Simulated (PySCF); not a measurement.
Cl₄SW (SMILES [S]=[W]([Cl])([Cl])([Cl])[Cl]), singlet, at a GFN2-xTB geometry (such geometries of metal compounds can be far from the true shape) (core potentials on W); DF-PBE0/def2-SV(P) run with PySCF.

Here is a job for PySCF.
```python
from pyscf import gto, scf, dft

mol = gto.M(
    atom='''
W     0.051366   -0.022134    0.054436
S     1.498232   -0.645604    1.587779
Cl   -1.460407    0.629305   -1.547694
Cl    0.273092    2.152599    0.491737
Cl    1.197788   -0.923650   -1.631637
Cl   -1.644164   -1.154279    0.956259
''',
    basis='def2-sv(p)',
    ecp={'W': 'def2-sv(p)'},
    charge=0,
    spin=0,
    verbose=4,
)

mf = dft.RKS(mol)
mf.xc = 'pbe0'
mf = mf.density_fit(auxbasis='def2-universal-jkfit')
mf.kernel()
```

Q: Write the output that PySCF gives for this input, abridged.

A: 
```
PySCF version 2.14.0

[INPUT] verbose = 4
[INPUT] num. atoms = 6
[INPUT] num. electrons = 98
[INPUT] charge = 0
[INPUT] spin (= nelec alpha-beta = 2S) = 0
[INPUT] symmetry False subgroup None
[INPUT] Mole.unit = angstrom
[INPUT] Symbol           X                Y                Z      unit          X                Y                Z       unit  Magmom
[INPUT]  1 W      0.051366000000  -0.022134000000   0.054436000000 AA    0.097067672114  -0.041827198041   0.102869131317 Bohr   0.0
[INPUT]  2 S      1.498232000000  -0.645604000000   1.587779000000 AA    2.831248151059  -1.220014744924   3.000467456336 Bohr   0.0
[INPUT]  3 Cl    -1.460407000000   0.629305000000  -1.547694000000 AA   -2.759769260398   1.189214098819  -2.924717784633 Bohr   0.0
[INPUT]  4 Cl     0.273092000000   2.152599000000   0.491737000000 AA    0.516069086810   4.067822566013   0.929248255315 Bohr   0.0
[INPUT]  5 Cl     1.197788000000  -0.923650000000  -1.631637000000 AA    2.263491275291  -1.745445534955  -3.083347064707 Bohr   0.0
[INPUT]  6 Cl    -1.644164000000  -1.154279000000   0.956259000000 AA   -3.107019663869  -2.181271181337   1.807067614150 Bohr   0.0

nuclear repulsion = 711.423432006007
number of shells = 51
number of NR pGTOs = 230
number of NR cGTOs = 115
basis = def2-sv(p)
ecp = {'W': 'def2-sv(p)'}

******** <class 'pyscf.df.df_jk.DFRKS'> ********
method = DFRKS
initial guess = minao
damping factor = 0
level_shift factor = 0
DIIS = <class 'pyscf.scf.diis.CDIIS'>
diis_start_cycle = 1
diis_space = 8
diis_damp = 0
SCF conv_tol = 1e-09
SCF conv_tol_grad = None
SCF max_cycles = 50
direct_scf = False
XC library pyscf.dft.libxc version 7.1.2
    S. Lehtola, C. Steigemann, M. J. T. Oliveira, and M. A. L. Marques,  SoftwareX 7, 1–5 (2018)
XC functionals = pbe0
    C. Adamo and V. Barone,  J. Chem. Phys. 110, 6158 (1999)
    M. Ernzerhof and G. E. Scuseria,  J. Chem. Phys. 110, 5029 (1999)
radial grids:
    Treutler-Ahlrichs [JCP 102, 346 (1995); DOI:10.1063/1.469408] (M4) radial grids

becke partition: Becke, JCP 88, 2547 (1988); DOI:10.1063/1.454033
pruning grids: <function nwchem_prune>
grids dens level: 3
symmetrized grids: False
atomic radii adjust function: <function treutler_atomic_radii_adjust>
small_rho_cutoff = 0
Set gradient conv threshold to 3.16228e-05
Initial guess from minao.
tot grids = 118712
******** <class 'pyscf.df.df.DF'> ********
auxbasis = def2-universal-jkfit
init E= -2292.53772986374
  HOMO = -0.491071503286687  LUMO = -0.349568855876856  gap/eV = 3.85048
cycle= 1 E= -2304.65774034105  delta_E= -12.1  |g|= 0.734  |ddm|= 7.61
  HOMO = -0.299037768644771  LUMO = -0.235783905052077  gap/eV = 1.72123
cycle= 2 E= -2302.69102838389  delta_E= 1.97  |g|= 2.86  |ddm|= 3.06
  HOMO = -0.281022117464061  LUMO = -0.143101109712791  gap/eV = 3.75302
cycle= 3 E= -2304.74078658787  delta_E= -2.05  |g|= 0.406  |ddm|= 2.69
  HOMO = -0.294139197398411  LUMO = -0.151332265783703  gap/eV = 3.88597
cycle= 4 E= -2304.77644325009  delta_E= -0.0357  |g|= 0.238  |ddm|= 0.82
  HOMO = -0.31836779290897  LUMO = -0.16585724293883  gap/eV = 4.15002
cycle= 5 E= -2304.79578121065  delta_E= -0.0193  |g|= 0.0483  |ddm|= 0.363
  HOMO = -0.313705074778044  LUMO = -0.159595601715294  gap/eV = 4.19353
cycle= 6 E= -2304.7964840972  delta_E= -0.000703  |g|= 0.0103  |ddm|= 0.0667
  HOMO = -0.313861752054943  LUMO = -0.159715525538194  gap/eV = 4.19453
cycle= 7 E= -2304.79651486253  delta_E= -3.08e-05  |g|= 0.00381  |ddm|= 0.0179
  HOMO = -0.313942573884997  LUMO = -0.159584071121732  gap/eV = 4.20031
cycle= 8 E= -2304.79651951775  delta_E= -4.66e-06  |g|= 0.000687  |ddm|= 0.006
  HOMO = -0.313988574220564  LUMO = -0.159621126106885  gap/eV = 4.20055
cycle= 9 E= -2304.79651969219  delta_E= -1.74e-07  |g|= 0.000112  |ddm|= 0.00111
  HOMO = -0.313987013821286  LUMO = -0.159623660125436  gap/eV = 4.20044
cycle= 10 E= -2304.79651969761  delta_E= -5.41e-09  |g|= 2.48e-05  |ddm|= 0.000233
  HOMO = -0.313987577687329  LUMO = -0.159623285720278  gap/eV = 4.20047
cycle= 11 E= -2304.796519698  delta_E= -3.97e-10  |g|= 1.09e-05  |ddm|= 8.46e-05
  HOMO = -0.313988217918922  LUMO = -0.159621403897524  gap/eV = 4.20053
Extra cycle  E= -2304.79651969768  delta_E= 3.27e-10  |g|= 3.82e-05  |ddm|= 4.51e-05
converged SCF energy = -2304.79651969768
```
